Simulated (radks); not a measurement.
Species: Mo2+. Configuration: [Kr] 4d4. Method: Dirac Kohn-Sham, revPBE, spin-unpolarised, spherical densities, point nucleus; open shells fill j = l - 1/2 first; computed with a radial shooting solver on a logarithmic mesh with Libxc functionals.

Radial electron density D(r) = 4 pi r^2 rho(r):

r (bohr),D(r) (e/bohr)
0.003507,7.372
0.004603,11.28
0.006042,16.78
0.007931,24.05
0.01041,32.81
0.01366,42.04
0.01779,49.56
0.02335,53.41
0.03065,51.95
0.04024,47.27
0.05281,45.39
0.06932,51.64
0.09026,62.10
0.1185,64.87
0.1555,53.30
0.2041,41.50
0.2679,44.68
0.3517,49.96
0.4616,37.83
0.6011,19.24
0.789,11.48
1.036,11.56
1.359,8.922
1.784,4.374
2.342,1.518
3.05,0.4236
4.003,0.07950
5.254,0.007804

D(r) has 4 maxima, at r = 0.0247, 0.109, 0.341, 1.00 bohr, and minima at 0.0499, 0.219, 0.841 bohr, inside which lie 2.06, 11.09, 29.25 electrons.
